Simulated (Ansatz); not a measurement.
Cost and result for the atomization energy of CH7BClNSi, SMILES `[SiH3]NCBCl` (12 atoms, 11 bonds).

| atom | x (Å) | y (Å) | z (Å) |
| --- | --- | --- | --- |
| Si1 | 0.265 | 0.053 | 1.741 |
| N2 | -0.203 | -0.894 | 0.381 |
| C3 | 0.109 | -0.479 | -0.977 |
| B4 | -0.553 | 0.860 | -1.427 |
| Cl5 | 0.040 | 1.657 | -2.865 |
| H6 | -0.179 | 1.450 | 1.493 |
| H7 | -0.391 | -0.515 | 2.946 |
| H8 | 1.738 | 0.105 | 1.993 |
| H9 | -0.176 | -1.894 | 0.505 |
| H10 | -0.340 | -1.195 | -1.688 |
| H11 | 1.183 | -0.495 | -1.219 |
| H12 | -1.495 | 1.347 | -0.884 |

The species carries charge 0 and has multiplicity 1. The structure was optimised at the PBE0-D4/def2-TZVP level. It is one conformer, not always the lowest. Program: Ansatz. All runs use 4 threads of an Intel Xeon Platinum 8488C on a shared host. Times are those of one run each, without the atoms' runs, and a repeat can differ threefold. Electronic energies, without spin–orbit coupling; frozen cores. CCSD(T)/CBS adds CCSD(T) − MP2 in def2-TZVPP to the MP2 limit, and its time is that of the two runs behind it. T1 = 0.011. B3LYP takes the VWN-RPA correlation (the form of Gaussian; ORCA's B3LYP/G).

CCSD(T)/CBS is a level of theory with its own doubt, some kJ/mol a heavy atom from the limit and from the frozen cores, so smaller differences don't rank the functionals.

```csv
level,functions,wall time
PBE-D4/def2-TZVPP (with forces),275,2 s
PBE0-D4/def2-TZVPP,275,2.5 s
r2SCAN-D4/def2-TZVPP (with forces),275,3.2 s
B3LYP-D4/def2-TZVPP (with forces),275,3.8 s
B2PLYP/def2-TZVPP,275,4.2 s
ωB97X-V/def2-TZVPP,275,6 s
ωB97M-V/def2-TZVPP (with forces),275,8 s
MP2/def2-QZVPP,521,19 s
CCSD(T)/def2-TZVPP,275,98 s
CCSD(T)/CBS(def2),–,120 s
```

Problem. What atomization energy does each give, and how far from CCSD(T)/CBS? (Estimate.)

Solution. Ansatz gave: 
```json
{"level": "PBE-D4/def2-TZVPP (with forces)", "atomization (kJ/mol)": "4192.9", "difference from CCSD(T)/CBS": "60.3", "per bond": "5.5"}
{"level": "PBE0-D4/def2-TZVPP", "atomization (kJ/mol)": "4145.7", "difference from CCSD(T)/CBS": "13.1", "per bond": "1.2"}
{"level": "r2SCAN-D4/def2-TZVPP (with forces)", "atomization (kJ/mol)": "4147.8", "difference from CCSD(T)/CBS": "15.2", "per bond": "1.4"}
{"level": "B3LYP-D4/def2-TZVPP (with forces)", "atomization (kJ/mol)": "4150.7", "difference from CCSD(T)/CBS": "18.1", "per bond": "1.7"}
{"level": "B2PLYP/def2-TZVPP", "atomization (kJ/mol)": "4097.5", "difference from CCSD(T)/CBS": "-35.1", "per bond": "-3.2"}
{"level": "ωB97X-V/def2-TZVPP", "atomization (kJ/mol)": "4166.3", "difference from CCSD(T)/CBS": "33.7", "per bond": "3.1"}
{"level": "ωB97M-V/def2-TZVPP (with forces)", "atomization (kJ/mol)": "4165.1", "difference from CCSD(T)/CBS": "32.5", "per bond": "3.0"}
{"level": "MP2/def2-QZVPP", "atomization (kJ/mol)": "4135.5", "difference from CCSD(T)/CBS": "2.9", "per bond": "0.3"}
{"level": "CCSD(T)/def2-TZVPP", "atomization (kJ/mol)": "4024.7", "difference from CCSD(T)/CBS": "-107.9", "per bond": "-9.8"}
{"level": "CCSD(T)/CBS(def2)", "atomization (kJ/mol)": "4132.6", "difference from CCSD(T)/CBS": "0.0", "per bond": "0.0"}
```

The D4 term adds +41.8 kJ/mol with B3LYP and +22.1 kJ/mol with PBE0; it sums over pairs of atoms, weighted by their polarisabilities, and B3LYP, whose exchange is more repulsive, gets the larger term. From PBE to PBE0 (25 % exact exchange), in def2-TZVPP and without D4, the atomization energy moves by −43.2 kJ/mol: exact exchange takes away binding that semilocal exchange gives to molecules. In def2-TZVPP, CCSD(T) changes the Hartree–Fock value by +949.3 kJ/mol (the triples alone add +52.9 kJ/mol) and MP2 by +996.0 kJ/mol; breaking electron pairs costs correlation energy, which Hartree–Fock lacks.
